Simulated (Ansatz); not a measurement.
TeF4, SMILES F[Te](F)(F)F.

Geometry optimised at PBE0-D3(BJ)/def2-SVP. A frequency run showed that this geometry is not a minimum. The isomer is the one that the SMILES or the coordinates give; other isomers of the formula were not compared. The def2 effective core potentials stand for the cores of Te; spin–orbit coupling is left out.

Two levels are set side by side: PBE/def2-SVPD (Ansatz, a quantum-chemistry and plane-wave program) and PBE0/def2-SVPD (Ansatz). Energy differences of separate SCF runs at the same geometry; the states with an electron removed or added have multiplicity 2 and 2. Differences are taken from unrounded values.

```csv
quantity,PBE
vertical ionisation energy (eV),12.69
vertical electron affinity (eV),0.66
vertical singlet–triplet gap (eV),5.58
```

Q: These are the PBE values. What does PBE0 give? (An estimate is asked for; the answer gives what the named calculation found.)

A: 
| quantity | PBE0 | PBE minus PBE0 |
|---|---|---|
| vertical ionisation energy (eV) | 13.25 | -0.56 |
| vertical electron affinity (eV) | 0.71 | -0.05 |
| vertical singlet–triplet gap (eV) | 5.91 | -0.33 |
